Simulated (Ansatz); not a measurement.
```xyz
2

Re    0.0000    0.0000    0.0000
S     0.0000    0.0000    2.1900
```

Basis set: def2-TZVPP (spherical functions, with the set's core potentials past Kr). Charge 0, multiplicity 6.

Computed with Ansatz (development build ahead of 0.2.0); each method stands on the lowest determinant of its kind that the runs found.

The atomization energy at this shape (free ground-state atoms in the same class of orbitals less the molecule, no zero-point energy) of sextet ReS:

| method | atomization energy |
| --- | --- |
| UHF | 35.67 kcal/mol |

Task: What does PBE (unrestricted) give?

Result: 101.89 kcal/mol. Caution: other spin multiplicities were not run. Caution for UHF: the unrestricted determinant is spin contaminated.

The shape needn't be a minimum at these levels.
